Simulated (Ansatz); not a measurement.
C2H8InN (`C[CH2][InH][NH2]`), relaxed with RKS PBE0-D4/def2-TZVP in Ansatz 0.2.0 from a PBE-D4/def2-SVP geometry. The force threshold is 0.005 eV/Å; the program also tests the step.

Charge 0, multiplicity 1. In: def2 effective core potential.

Start:

```xyz
12

C     1.047    1.045   -0.654
C    -0.446    0.839   -0.919
In   -1.332   -0.746    0.304
N     0.057   -1.626    1.521
H     1.637    0.131   -0.873
H     1.249    1.313    0.404
H     1.471    1.861   -1.280
H    -1.028    1.764   -0.723
H    -0.638    0.576   -1.981
H    -2.928   -1.413    0.471
H    -0.134   -2.387    2.175
H     1.043   -1.358    1.554
```

Problem. By how much does the energy fall, and how many steps does the optimiser take? (Best estimate.)

Solution. Computed: 5.15 kJ/mol, in 6 steps, 1 of them rejected.

Problem. Which bonds change most? (Estimate.)

Solution. Ansatz gave: C2–In3 from 2.189 to 2.157 Å; In3–N4 from 2.046 to 2.017 Å; In3–H10 from 1.738 to 1.717 Å; C1–H7 from 1.112 to 1.095 Å.

Problem. Give the relaxed structure. (Best estimate.)

Solution. Computed: 
```xyz
12

C     1.040    1.042   -0.654
C    -0.447    0.825   -0.903
In   -1.300   -0.742    0.308
N     0.056   -1.620    1.516
H     1.622    0.142   -0.868
H     1.242    1.315    0.385
H     1.443    1.843   -1.283
H    -1.014    1.740   -0.709
H    -0.636    0.573   -1.951
H    -2.887   -1.383    0.445
H    -0.147   -2.370    2.156
H     1.028   -1.364    1.558
```
